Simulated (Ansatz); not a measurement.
A CCSD(T) single point on CH3Cl2InSe, SMILES `C[Se][In]([Cl])[Cl]`.

```yaml
crystal:
  periodic: [false, false, false]
  atoms:
    - {symbol: C, position_ang: [-1.233857, -0.002400, 0.969508]}
    - {symbol: Se, position_ang: [0.288125, 1.235984, 0.893853]}
    - {symbol: In, position_ang: [1.471211, 0.183947, -0.996957]}
    - {symbol: Cl, position_ang: [0.564537, -1.718665, -1.970318]}
    - {symbol: Cl, position_ang: [3.454926, 0.932798, -1.909135]}
    - {symbol: H, position_ang: [-1.815621, 0.312874, 1.834295]}
    - {symbol: H, position_ang: [-0.892293, -1.024253, 1.109186]}
    - {symbol: H, position_ang: [-1.837028, 0.079735, 0.069568]}
basis:
  gaussian: {orbitals: def2-SVP}
correlation: {method: ccsd_t}
```

```sh
$ ansatz run in.yaml --threads 4 --pin off --events-out ev --progress --plain --max-ram 10444MiB
```

The program prints (abridged):

```
Functional definition: HF
1266 factors; integrals over basis functions are off by at most 1.1e-3 eV
mean field evaluation 1: about -96522.2366 eV, gradient 2.4e1 eV
mean field evaluation 2: about -96522.3131 eV, gradient 2.4e1 eV
mean field evaluation 4: about -96524.1918 eV, gradient 2.1e0 eV
mean field evaluation 8: about -96524.2170 eV, gradient 1.5e-1 eV
mean field -96524.21711941 eV, -3547.1995526741 hartree, gradient 1.9e-6 eV, S^2 0.000000; 0 other end points of the search recorded, 0 dependent functions left out
24 core orbitals not correlated: weight in the atoms' cores, before any rotation towards them, 1.000 or more for the frozen orbitals, at most 0.000 for the correlated occupied ones
reference -96524.21711941 eV, -3547.1995526741 hartree; 25, 25 occupied and 74, 74 virtual orbitals, 1266 factors
second order -19.53383856 eV of doubles, -0.00000000 eV of singles
cycle   1  -20.17950050 eV  change   -6.5e-1 eV  update   9.5e-2
cycle   2  -20.65246292 eV  change   -4.7e-1 eV  update   2.8e-2
cycle   3  -20.72577453 eV  change   -7.3e-2 eV  update   1.4e-2
cycle   4  -20.71741265 eV  change    8.4e-3 eV  update   3.5e-3
cycle   5  -20.71739989 eV  change    1.3e-5 eV  update   1.4e-3
cycle   6  -20.71687968 eV  change    5.2e-4 eV  update   4.6e-4
cycle   7  -20.71675362 eV  change    1.3e-4 eV  update   1.5e-4
cycle   8  -20.71682909 eV  change   -7.5e-5 eV  update   5.8e-5
cycle   9  -20.71682814 eV  change    9.5e-7 eV  update   2.0e-5
perturbative correction -0.56179070 eV, -0.0206454273 hartree
Total energy: -96545.49573825 eV, -3547.9815274933 hartree
```

Run time 15 s (4 threads of an Arm Neoverse V1 on a shared host); peak host memory 0.69 GiB.

MP2 recovers 91.8 % of the CCSD(T) correlation energy and the triples give 2.6 %; T1 = 0.0097.
